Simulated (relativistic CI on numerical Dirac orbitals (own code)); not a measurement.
**Zr16+: q coefficients and field-shift factors**

Method of calculation: Dirac-Coulomb-Breit CI, orbitals from a KLI potential per configuration, derivatives by finite differences, unscaled Slater integrals, QED left out (own radial code, finite nucleus).

Configurations in the expansion (outside the closed core [Ne]): 3s2 3p6 3d6, 3s2 3p5 3d7, 3s2 3p4 3d8, 3s 3p6 3d7, 3p6 3d8, 3s2 3p6 3d5 4s, 3s 3p5 3d8, 3s2 3p6 3d5 4p. Levels of other configurations are missing.

With x = (α/α₀)² − 1 an excitation energy changes as ω = ω₀ + qx; K = 2q/ω₀ is the relative enhancement. Terms are leading LS components, so labels can repeat. The field-shift factor is F = δν/δ⟨r²⟩ for the transition from the lowest level.

Lowest level 3s2 3p6 3d6 5D_4.

| Level | ω₀ (cm⁻¹) | q (cm⁻¹) | F (GHz/fm²) |
| --- | --- | --- | --- |
| 3s2 3p6 3d6 5D_3 | 11578.2 | 13520 | 0.0751 |
| 3s2 3p6 3d6 5D_2 | 15362.2 | 11890 | 0.0666 |
| 3s2 3p6 3d6 5D_1 | 19791.1 | 18600 | 0.104 |
| 3s2 3p6 3d6 5D_0 | 21345.2 | 19330 | 0.11 |
| 3s2 3p6 3d6 3P_2 | 61972.0 | 8892 | 0.0476 |
| 3s2 3p6 3d6 3F_4 | 62754.5 | -5316 | 0.0436 |
| 3s2 3p6 3d6 3H_6 | 70321.1 | 6359 | 0.125 |
| 3s2 3p6 3d6 3H_5 | 71472.7 | 5167 | 0.116 |
| 3s2 3p6 3d6 3F_3 | 77777.7 | 11640 | 0.121 |
| 3s2 3p6 3d6 3F_2 | 80543.0 | 12190 | 0.11 |
| 3s2 3p6 3d6 3H_4 | 83442.2 | 21960 | 0.192 |
| 3s2 3p6 3d6 3P_0 | 88086.0 | 18590 | 0.15 |
| 3s2 3p6 3d6 3P_1 | 91317.3 | 34780 | 0.197 |
| 3s2 3p6 3d6 3G_5 | 94362.2 | 23970 | 0.224 |
| 3s2 3p6 3d6 3G_4 | 98715.6 | 21170 | 0.213 |
| 3s2 3p6 3d6 3G_3 | 102887.4 | 28630 | 0.242 |
| 3s2 3p6 3d6 3D_2 | 106168.4 | 12050 | 0.155 |
| 3s2 3p6 3d6 3D_3 | 111295.3 | 17450 | 0.196 |
| 3s2 3p6 3d6 3D_1 | 111353.7 | 21360 | 0.209 |
| 3s2 3p6 3d6 1I_6 | 114112.3 | 21330 | 0.257 |
| 3s2 3p6 3d6 1G_4 | 122291.3 | 37260 | 0.313 |
| 3s2 3p6 3d6 3P_0 | 133958.3 | 33830 | 0.269 |
| 3s2 3p6 3d6 1D_2 | 134111.0 | 28820 | 0.197 |

At this charge energies of transitions that change n are usually good to better than 1 %, and those within a shell (Δn = 0) to a few per cent. Terms inside the open d or f shell come out 10 to 20 % too wide with unscaled integrals.

Q: Which transition from the lowest level has the largest |K|?

A: 3s2 3p6 3d6 5D_3 at 11578.2 cm⁻¹, K = 2.34.
